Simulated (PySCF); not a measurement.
## Working with the constants of TlTe

UHF-CCSD(T) constants of TlTe, ²Π (doublet), unpaired electrons π ↑ (Tl cc-pVDZ-PP with ECP60, Te cc-pVDZ-PP with ECP28; scalar-relativistic core potentials (PySCF 2.14); masses 204.9744 and 129.9062 u):

```
ωe              : 136.8 cm⁻¹
ωexe            : 0.22 cm⁻¹
Be              : 0.024407 cm⁻¹
αe              : 5.74e-05 cm⁻¹
D (centrifugal) : 3.11e-09 cm⁻¹
De to Tl + Te   : 2.18 eV
```

**Question.** Give the vibrational terms G(v) and spacings up to v = 6.

**Answer.** G(v) = ωe(v+½) − ωexe(v+½)².

```tsv
v	G(v) (cm⁻¹)	G(v) − G(v−1)	Bv (cm⁻¹)
0	68.3		0.02438
1	204.7	136.4	0.02432
2	340.6	135.9	0.02426
3	476.1	135.5	0.02421
4	611.1	135.0	0.02415
5	745.7	134.6	0.02409
6	879.9	134.2	0.02403
```

**Question.** How well does the Morse estimate ωe²/(4ωexe) reproduce De, and what is D0?

**Answer.** It gives 2.64 eV, 121 % of the computed De. D0 = De − G(0) = 2.18 − 0.01 = 2.17 eV.

Correlated steps freeze 8 core orbitals. Correlated levels converge slowly with the basis: in double zeta they bind strong bonds too weakly, by up to about 1 eV, and carry superposition errors of some tenths. These are scalar-relativistic numbers at best; spin–orbit coupling would shift them, the dissociation energy most. The state is the lowest determinant that a PBE0 search found; another state may lie lower at other levels.
